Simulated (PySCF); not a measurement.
Input for PySCF: R-B3LYP/6-31G* on CH4AlFO (SMILES C[O][AlH][F]), a point of a torsion scan.

```python
from pyscf import gto, scf, dft, mp
from pyscf.data.elements import chemcore

mol = gto.M(
    atom='''
    C    -1.32444525   -0.20612230    0.10585623
    O     0.02431831    0.10692329   -0.10962016
    Al    1.60414812    0.49159993   -0.32520908
    F     2.18694340    1.42721841   -1.55214913
    H    -1.96037114    0.42078892   -0.52182494
    H    -1.50275551   -1.25519643   -0.13972545
    H    -1.57851595   -0.03731149    1.15434823
    H     2.58598936   -0.04738209    0.66095633
    ''',
    basis='6-31g*',
    cart=True,
    charge=0, spin=0, verbose=3, max_memory=1800)
mf = dft.RKS(mol, xc='b3lyp')
mf.conv_tol = 1e-8
mf.max_cycle = 100
mf.kernel()
if not mf.converged:
    mf = mf.newton().run(mf.mo_coeff, mf.mo_occ)
```

Question: Give the final energy of this run.

Answer: -458.1117 hartree.
